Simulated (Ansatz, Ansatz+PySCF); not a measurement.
```xyz
3

Si    0.0000    0.0000    2.1800
P     0.0000    0.0000    0.0000
B     0.0000    0.0000   -1.9100
```

Basis set: STO-3G (spherical functions). Correlated methods keep 11 orbitals frozen. Correlation on ROHF uses semicanonical orbitals with singles. Charge 0, multiplicity 3.

Computed with Ansatz (development build ahead of 0.2.0); the reference of a correlated method needn't be the lowest determinant of its kind.

(1) Give the atomization energy at this shape (free ground-state atoms in the same class of orbitals less the molecule, no zero-point energy) of triplet BSiP by UHF-CCSD(T), ROHF-CCSD(T).

## Answers

(1)

```csv
method,atomization energy
UHF-CCSD(T),5.83 eV
ROHF-CCSD(T),5.91 eV
```

Caution: large amplitudes, a single reference is doubtful; the reference determinant was not shown to be the lowest; the shape is not the minimum. Caution for UHF-CCSD(T): a plain start can end on a higher determinant; another reference gives a lower total; the unrestricted determinant is spin contaminated. Caution for ROHF-CCSD(T): an unrestricted determinant lies well below; the determinant may break the point group.

This basis has no polarisation functions and is too small for such energies, which can lie far from measured ones in either direction.
